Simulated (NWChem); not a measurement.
Species: imidazole (C₃H₄N₂); SMILES c1c[nH]cn1

Problem. Give the equilibrium geometry at B3LYP/6-31G* (spherical d) (NWChem) as a list of bonds and angles, with the point group.

Solution. point group Cs; any orientation.
Bonded distances (Å): C1–C2 1.373, C1–N5 1.378, C1–H6 1.082, C2–N3 1.381, C2–H7 1.080, N3–C4 1.367, N3–H8 1.009, C4–N5 1.315, C4–H9 1.082. Angles (°): C2–C1–N5 110.8, C2–C1–H6 128.0, N5–C1–H6 121.2, C1–C2–N3 105.0, C1–C2–H7 132.8, N3–C2–H7 122.1, C2–N3–C4 107.2, C2–N3–H8 126.2, C4–N3–H8 126.6, N3–C4–N5 111.8, N3–C4–H9 122.3, N5–C4–H9 125.9, C1–N5–C4 105.2.
